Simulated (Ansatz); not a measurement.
C$_{2}$H$_{5}$NSeSi, SMILES `C1=N[SiH2]C[Se]1` at its PBE0-D4/def2-TZVP geometry, where that method's forces vanish. The species carries charge 0 and has multiplicity 1.

```xyz
10

C    -0.8961   -0.0711    1.5132
N    -1.5179   -0.1343    0.4237
Si   -0.5115   -0.0494   -1.0000
C     1.2419    0.1059   -0.2886
Se    1.0215    0.1032    1.6468
H    -1.3901   -0.1094    2.4882
H    -0.6727   -1.2787   -1.8165
H    -0.8837    1.1310   -1.8201
H     1.8798   -0.7329   -0.5659
H     1.7287    1.0358   -0.5808
```

Question: What forces (eV/Å) does ωB97M-V/def2-TZVPP give on these atoms in Ansatz? (Estimate.)

Answer: Ansatz gave: 
```
C1  -0.071 -0.006  0.084
N2  -0.020  0.000  0.109
Si3  0.037  0.002 -0.255
C4   0.069  0.006 -0.065
Se5  0.023  0.002  0.004
H6   0.006  0.000 -0.095
H7   0.022  0.142  0.100
H8   0.046 -0.136  0.100
H9  -0.063  0.075  0.007
H10 -0.049 -0.084  0.009
```
